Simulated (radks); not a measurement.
Problem. Br3+, configuration [Ar] 3d10 4s2 5s2 (not the ground configuration). Method: non-relativistic Kohn-Sham, SOGGA, spin-polarised, spherical densities, point nucleus; computed with a radial shooting solver on a logarithmic mesh with Libxc functionals. Some entries of the table are withheld. Estimate them.

orbital  occ.  eigenvalue (hartree)  <1/r> (bohr^-1)
1s          2             -482.5597            34.48
2s          2             -63.66412            7.643
2p          6             -57.59543            7.624
3s          2             -10.30969            2.527
3p          6              -8.18426            2.417
3d         10              -4.38777            2.170
4s          2                   (1)           0.8844
4p          0                   (2)           0.7873
4d          0                   (3)           0.5772
5s          2              -0.86224           0.4006
4f          0              -0.47804           0.3207

Solution. 
(1) 4s eigenvalue (hartree): -2.27572
(2) 4p eigenvalue (hartree): -1.74913
(3) 4d eigenvalue (hartree): -0.98678
